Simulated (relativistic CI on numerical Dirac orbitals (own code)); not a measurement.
# Electric-dipole transitions in As16+

These numbers are calculated, not measured: Dirac-Coulomb-Breit CI, orbitals from a KLI potential per configuration, a model potential for QED, unscaled Slater integrals (own radial code, finite nucleus).

Configurations in the expansion (outside the closed core [Ne]): 3s2.3p5, 3s.3p6, 3s2.3p4.3d, 3s.3p5.3d, 3p6.3d, 3s.3p4.3d2, 3s2.3p4.4s, 3s2.3p3.3d.4p, 3p6.4s, 3s2.3p4.4p, 3p6.4p, 3s.3p4.3d.4s, 3s2.3p3.3d2, 3s2.3p2.3d3, 3s.3p3.3d3, 3s2.3p2.3d2.4s, 3s2.3p2.3d2.4p. Double excitations out of closed p, d and f shells are left out; levels of such configurations are missing from the list, as are those of other unlisted configurations, and high levels can miss mixing partners.

```csv
λ vac (Å),Lower,Upper,A (s⁻¹),E lower (eV),E upper (eV)
107.97,3s2.3p4.3d 4D_7/2 [6],3s2.3p3.3d2 4D°_7/2 [151],8.01e+10,75.535,190.370
108.60,3s2.3p4.3d 4D_5/2 [4],3s2.3p3.3d2 4D°_5/2 [144],9.74e+10,75.041,189.206
110.24,3s2.3p4.3d 2G_9/2 [21],3s2.3p3.3d2 2G°_9/2 [180],1.46e+11,89.944,202.407
112.55,3s.3p6 2S_1/2 [3],3s.3p5.3d 2P°_3/2 [86],2.19e+11,58.437,168.594
112.61,3s2.3p4.3d 4F_7/2 [9],3s2.3p3.3d2 4F°_7/2 [155],1.19e+11,81.766,191.862
112.86,3s2.3p5 2P°_3/2 [1],3s2.3p4.3d 2D_5/2 [29],2.95e+11,0.000,109.861
113.17,3s.3p6 2S_1/2 [3],3s.3p5.3d 2P°_1/2 [82],2.15e+11,58.437,167.996
113.45,3s2.3p4.3d 4F_9/2 [8],3s2.3p3.3d2 4F°_9/2 [145],1.96e+11,80.376,189.664
113.64,3s2.3p5 2P°_3/2 [1],3s2.3p4.3d 2P_3/2 [28],2.53e+11,0.000,109.099
113.74,3s2.3p5 2P°_1/2 [2],3s2.3p4.3d 2D_3/2 [31],2.85e+11,6.959,115.961
114.57,3s2.3p4.3d 4F_9/2 [8],3s2.3p3.3d2 4D°_7/2 [142],1.32e+11,80.376,188.597
114.59,3s2.3p4.3d 4D_7/2 [6],3s2.3p3.3d2 4P°_5/2 [127],1.75e+11,75.535,183.730
115.35,3s2.3p4.3d 4D_5/2 [4],3s2.3p3.3d2 4P°_3/2 [123],2.10e+11,75.041,182.522
117.04,3s2.3p4.3d 2F_7/2 [24],3s2.3p3.3d2 2G°_9/2 [180],1.24e+11,96.474,202.407
118.36,3s2.3p5 2P°_1/2 [2],3s2.3p4.3d 2P_1/2 [30],1.98e+11,6.959,111.713
118.37,3s2.3p5 2P°_3/2 [1],3s2.3p4.3d 2S_1/2 [27],2.42e+11,0.000,104.739
120.40,3s2.3p4.3d 2G_9/2 [21],3s2.3p3.3d2 2H°_11/2 [156],1.28e+11,89.944,192.924
120.91,3s2.3p4.3d 4F_9/2 [8],3s2.3p3.3d2 4G°_11/2 [125],1.13e+11,80.376,182.922
123.83,3s2.3p4.3d 4F_7/2 [9],3s2.3p3.3d2 4G°_9/2 [121],1.04e+11,81.766,181.894
124.87,3s2.3p4.3d 4F_5/2 [13],3s2.3p3.3d2 4G°_7/2 [126],9.55e+10,84.310,183.601
```

Terms are leading LS components. Brackets give the number of a level in order of energy, since labels repeat. The list gives strong lines, with weight on those to low levels, without lines whose two gauges differ by over a factor of 2.5, among the lowest 200 of 2504 levels, so that lines to higher ones, which can be the strongest, are missing. Levels whose partners in the same complex of configurations lie outside the list can be far off, and so can their lines. Rates are taken at the computed energies, electric ones in the length gauge.

At this charge energies of transitions that change n are usually good to better than 1 %, and those within a shell (Δn = 0) to a few per cent.

LS names give the leading component of a level, which can be under half, so a name can repeat, a term be missing and a line seem to break the LS rules.
